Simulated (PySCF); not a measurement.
Spin states of HgB⁺

Unrestricted PBE0; basis Hg def2-SVPD with ECP60, B def2-SVPD; scalar-relativistic core potentials; PySCF 2.14. Outer shells of the fragments: Hg 5d10 6s2; B+ 2s2.

Followed along the bond (rough minima from three points):

```
2Ms+1  unpaired  ⟨S²⟩ at the start  R at minimum (Å)  Te (eV)
    1      none               0.00              2.37     0.00
    3  σ ↑, π ↑               2.01  none in the scan   ≤ 1.55
```

Solutions found at the starting distance of 2.290 Å, counted from the lowest of them; the search is not exhaustive and high or unbound solutions are not listed, so other states can lie among these:

```tsv
2Ms+1	unpaired	term	E (eV)	⟨S²⟩	⟨Lz²⟩	μ (D)
1	none	¹Σ⁺	0.00	0.00	0.00	3.26
3	σ ↑, π ↑	³Π	1.62	2.01	1.00	2.01
1	σ ↓, π ↑	mixed	2.20	1.03	1.00	1.59
3	σ ↑↑	³Σ⁺	2.37	2.00	0.00	5.02
3	π ↑↑	³Σ⁻	4.82	2.28	0.00	0.50
1	π ↑↓	mixed	5.52	1.00	2.01	0.44
1	none	mixed	6.55	0.00	2.00	0.66
3	π ↑, δ ↑	mixed	8.44	2.01	4.99	1.37
1	π ↑, δ ↓	mixed	8.46	1.01	5.00	1.33
3	π ↑↑	mixed	8.63	2.01	2.01	1.46
```

A term symbol is given only where ⟨S²⟩ and ⟨Lz²⟩ are close to those of a pure state; real π, δ and φ orbitals otherwise mix terms. A positive dipole points towards B; it is taken about the centre of mass and depends on that origin.

Spin–orbit coupling is left out. Counting both spins, an empty level lies below a filled one in some of these solutions, because spin and occupation are held.
